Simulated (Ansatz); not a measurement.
Molecule: C3H5O, charge 0, multiplicity 2. It need not be the lowest isomer of its formula. SMILES: [CH2]CC=O
Coordinates optimised at B3LYP-D3(BJ)/def2-TZVP (Ansatz, a first-principles code):
```xyz
9

C     -1.5629     0.0749    -0.0292
C     -0.3597    -0.4411    -0.7157
C      0.9559    -0.0973    -0.0618
O      1.0792     0.5467     0.9459
H     -1.4634     0.6541     0.8760
H     -2.5460    -0.1246    -0.4290
H     -0.2923    -0.0903    -1.7590
H     -0.3792    -1.5384    -0.8230
H      1.8474    -0.4935    -0.5920
```
Charge 0, spin multiplicity 2.

Computed values are from Ansatz. Correlated levels leave the core frozen unless marked. UHF or UKS for open shells. No spin-orbit coupling. No relativistic terms. CBS marks a two-point X^-3 extrapolation of the correlation energy; Hartree-Fock from the larger set. The bracket is a focal-point correction in the basis named.

**Question.** What is the total energy at RI-MP2/CBS(aug-cc-pVTZ,aug-cc-pVQZ)+[CCSD(T)-MP2]/aug-cc-pVTZ?

**Answer.** -192.2525 Eh.

**Question.** What is the T1 diagnostic at CCSD/aug-cc-pVTZ?

**Answer.** 0.015.

**Question.** What is the dipole moment at CCSD(T)/aug-cc-pVDZ?

**Answer.** 2.70 D.

**Question.** What is the atomisation energy De at RI-MP2/CBS(aug-cc-pVTZ,aug-cc-pVQZ)+[CCSD(T)-MP2]/aug-cc-pVTZ?

**Answer.** 3603.2 kJ/mol.
